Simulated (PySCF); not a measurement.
CH, doublet, geometry from GFN2-xTB.

PySCF was given this input:
```python
from pyscf import gto, scf, mp

mol = gto.Mole()
mol.atom = '''
    C    -0.000000   -0.000000   -0.159091
    H     0.000000    0.000000    0.954548
'''
mol.basis = '6-311g**'
mol.charge = 0
mol.spin = 1
mol.verbose = 3
mol.build()

mf = scf.UHF(mol)
mf.kernel()

pt = mp.MP2(mf)
pt.kernel()
print('E(MP2) = %.10f' % pt.e_tot)
```

### Question
What does this run give for the SCF-reference dipole moment, SCF-reference Mulliken (on the basis functions themselves) charges in atom order, nuclear repulsion energy, MP2 correlation energy, number of basis functions?

### Answer

| Item | Value |
|---|---|
| SCF-reference dipole moment | 1.66 D |
| SCF-reference Mulliken (on the basis functions themselves) charges in atom order | C1 -0.08, H2 0.08 |
| nuclear repulsion energy | 2.8511 Eh |
| MP2 correlation energy | -0.1028 Eh |
| number of basis functions | 24 |

These values belong to the state on which the SCF converged, which isn't shown to be the lowest.
